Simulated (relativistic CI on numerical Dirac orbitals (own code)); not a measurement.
**Forbidden transitions in Bi65+**

These numbers are calculated, not measured: Dirac-Coulomb-Breit CI, orbitals from a KLI potential per configuration, a model potential for QED, unscaled Slater integrals (own radial code, finite nucleus).

CI space (outside the closed core [Ne]): 3s2 3p6, 3s2 3p5 3d, 3s 3p6 3d, 3s2 3p5 4s, 3s2 3p5 4p, 3s2 3p5 4d, 3s 3p6 4s, 3s2 3p5 4f, 3p6 3d2, 3p5 3d3, 3p5 3d2 4s, 3p5 3d2 4p, 3p5 3d2 4d, 3p6 3d 4s, 3p5 3d 4s2, 3p5 3d 4s 4p, 3p5 3d 4s 4d. Double excitations out of closed p, d and f shells are left out; levels of such configurations are missing from the list, as are those of other unlisted configurations, and high levels can miss mixing partners. These lack a partner that the ground configuration has and come out too high: 3s2 3p5 4f.

| λ vac (nm) | Lower | Upper | Type | A (s⁻¹) | E lower (Ry) | E upper (Ry) |
| --- | --- | --- | --- | --- | --- | --- |
| 0.43357 | 3s2 3p5 3d 3P°_1 [3] | 3s2 3p5 4s 3P°_2 [99] | E2 | 1.76e+10 | 21.292 | 231.471 |
| 0.43409 | 3s2 3p5 3d 3F°_3 [4] | 3s2 3p5 4s 3P°_2 [99] | E2 | 1.69e+10 | 21.547 | 231.471 |
| 0.43488 | 3s2 3p5 3d 3D°_2 [5] | 3s2 3p5 4s 3P°_2 [99] | E2 | 2.11e+10 | 21.927 | 231.471 |
| 0.45401 | 3s2 3p5 3d 3F°_4 [6] | 3s2 3p5 4s 3P°_2 [99] | E2 | 5.03e+10 | 30.756 | 231.471 |
| 0.45512 | 3s2 3p5 3d 1D°_2 [7] | 3s2 3p5 4s 3P°_2 [99] | E2 | 7.63e+09 | 31.243 | 231.471 |
| 0.45730 | 3s2 3p5 3d 3D°_3 [8] | 3s2 3p5 4s 3P°_2 [99] | E2 | 2.17e+10 | 32.198 | 231.471 |
| 0.92891 | 3s 3p6 3d 1D_2 [17] | 3p6 3d2 1S_0 [30] | E2 | 4.25e+09 | 96.060 | 194.161 |
| 0.93583 | 3s 3p6 3d 3D_1 [14] | 3p6 3d2 3P_1 [23] | E2 | 1.84e+09 | 85.034 | 182.410 |
| 0.93794 | 3s 3p6 3d 3D_3 [16] | 3p6 3d2 1D_2 [25] | E2 | 8.52e+08 | 94.848 | 192.005 |
| 0.94030 | 3s 3p6 3d 3D_1 [14] | 3p6 3d2 3P_2 [21] | E2 | 1.28e+09 | 85.034 | 181.947 |
| 0.94360 | 3s 3p6 3d 3D_2 [15] | 3p6 3d2 1G_4 [22] | E2 | 1.68e+09 | 85.642 | 182.215 |
| 0.94587 | 3s 3p6 3d 3D_3 [16] | 3p6 3d2 3F_4 [24] | E2 | 2.38e+09 | 94.848 | 191.189 |
| 0.94624 | 3s 3p6 3d 3D_2 [15] | 3p6 3d2 3P_2 [21] | E2 | 6.23e+08 | 85.642 | 181.947 |
| 0.94962 | 3s 3p6 3d 3D_1 [14] | 3p6 3d2 3F_3 [20] | E2 | 7.59e+08 | 85.034 | 180.995 |
| 0.94979 | 3s 3p6 3d 1D_2 [17] | 3p6 3d2 1D_2 [25] | E2 | 3.05e+09 | 96.060 | 192.005 |
| 0.95568 | 3s 3p6 3d 3D_2 [15] | 3p6 3d2 3F_3 [20] | E2 | 1.25e+09 | 85.642 | 180.995 |
| 0.95792 | 3s 3p6 3d 1D_2 [17] | 3p6 3d2 3F_4 [24] | E2 | 1.39e+09 | 96.060 | 191.189 |
| 1.0430 | 3s 3p6 3d 3D_3 [16] | 3p6 3d2 1G_4 [22] | E2 | 4.96e+08 | 94.848 | 182.215 |
| 1.0462 | 3s 3p6 3d 3D_3 [16] | 3p6 3d2 3P_2 [21] | E2 | 8.54e+08 | 94.848 | 181.947 |
| 1.0536 | 3s 3p6 3d 3D_1 [14] | 3p6 3d2 3F_2 [18] | E2 | 7.05e+08 | 85.034 | 171.521 |
| 1.0577 | 3s 3p6 3d 1D_2 [17] | 3p6 3d2 1G_4 [22] | E2 | 7.13e+08 | 96.060 | 182.215 |
| 1.0578 | 3s 3p6 3d 3D_3 [16] | 3p6 3d2 3F_3 [20] | E2 | 6.25e+08 | 94.848 | 180.995 |
| 1.0611 | 3s 3p6 3d 3D_2 [15] | 3p6 3d2 3F_2 [18] | E2 | 1.39e+09 | 85.642 | 171.521 |
| 2.0159 | 3s2 3p5 3d 3F°_4 [6] | 3s2 3p5 3d 3F°_3 [13] | M1 | 1.30e+09 | 30.756 | 75.961 |
| 2.0576 | 3s2 3p5 3d 1D°_2 [7] | 3s2 3p5 3d 3P°_2 [12] | M1 | 7.69e+08 | 31.243 | 75.531 |
| 2.0702 | 3s2 3p5 3d 3F°_3 [4] | 3s2 3p5 3d 3F°_2 [10] | M1 | 1.36e+09 | 21.547 | 65.565 |
| 2.0823 | 3s2 3p5 3d 3D°_3 [8] | 3s2 3p5 3d 3F°_3 [13] | M1 | 5.38e+08 | 32.198 | 75.961 |
| 2.0882 | 3s2 3p5 3d 3D°_2 [5] | 3s2 3p5 3d 3F°_2 [10] | M1 | 4.79e+08 | 21.927 | 65.565 |
| 2.1029 | 3s2 3p5 3d 3D°_3 [8] | 3s2 3p5 3d 3P°_2 [12] | M1 | 5.96e+08 | 32.198 | 75.531 |
| 2.2338 | 3s2 3p5 3d 1P°_1 [9] | 3s2 3p5 3d 3P°_2 [12] | M1 | 5.65e+08 | 34.737 | 75.531 |

Terms are leading LS components. Brackets give the number of a level in order of energy, since labels repeat. The list gives strong lines, with weight on those to low levels, among the lowest 200 of 1246 levels, so that lines to higher ones, which can be the strongest, are missing. Levels whose partners in the same complex of configurations lie outside the list can be far off, and so can their lines. Rates are taken at the computed energies, electric ones in the length gauge.

At this charge energies of transitions that change n are usually good to better than 1 %, and those within a shell (Δn = 0) to a few per cent.

LS names give the leading component of a level, which can be under half, so a name can repeat, a term be missing and a line seem to break the LS rules.
